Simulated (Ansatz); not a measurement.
Compare A (`OC1[SiH2]CB1F`) with its isomer B (`OC1([SiH2]F)BC1`).

Calculated with Ansatz (gas phase, PBE0-D4/def2-TZVP geometries, no zero-point term in ΔE). CBS: MP2 limit from def2 TZ/QZ plus the TZ coupled-cluster correction, frozen cores. DFT in def2-TZVPP. B3LYP here is the variant with VWN-RPA as its local correlation; programs differ in this. Each species was taken in one conformer, which may not be the lowest.

A:

Z-matrix (Å, degrees):
```
Si
C 1 1.938
B 1 2.271 2 42.7
C 1 1.894 2 81.1 3 -23.7
H 1 1.486 2 116.4 3 -141.0
H 1 1.484 2 114.2 3 88.2
O 2 1.395 1 130.1 3 -122.8
H 2 1.108 1 99.4 3 105.1
F 3 1.323 1 140.2 2 109.0
H 4 1.087 1 121.5 2 141.2
H 4 1.093 1 108.8 2 -89.5
H 7 0.960 2 109.2 1 -67.1
```

B:

```xyz
12

O     0.3145    1.7600    0.0637
C     0.1332    0.3608   -0.1143
Si    0.1656   -0.6064    1.4643
F     1.6362   -0.5505    2.1011
B     0.4304   -0.2535   -1.4859
C    -1.0108   -0.0722   -1.0664
H     1.2576    1.9442    0.0268
H    -0.7595   -0.0153    2.4607
H    -0.1710   -2.0297    1.2013
H     1.2238   -0.4118   -2.3494
H    -1.6807   -0.8466   -0.7050
H    -1.5393    0.7210   -1.5969
```

Question: Which is lower in electronic energy at CCSD(T)/CBS, and by how much? (An estimate is asked.)

Answer: Ansatz gave: A, by 122.8 kJ/mol.

Question: Give E(B) − E(A) in kJ/mol with B2PLYP, B3LYP-D4, HF/def2-TZVPP, MP2/def2-TZVPP, CCSD/def2-TZVPP, B3LYP, r2SCAN-D4. (Estimate.)

Answer: Computed: B2PLYP 120.9, B3LYP-D4 120.2, HF/def2-TZVPP 107.9, MP2/def2-TZVPP 124.7, CCSD/def2-TZVPP 124.1, B3LYP 119.3, r2SCAN-D4 128.9. None reverses the order clearly.

Largest T1 diagnostic: 0.013.

In def2-TZVPP, CCSD(T) changes the Hartree–Fock value by +19.3 kJ/mol (the triples alone add +3.1 kJ/mol) and MP2 by +16.9 kJ/mol.
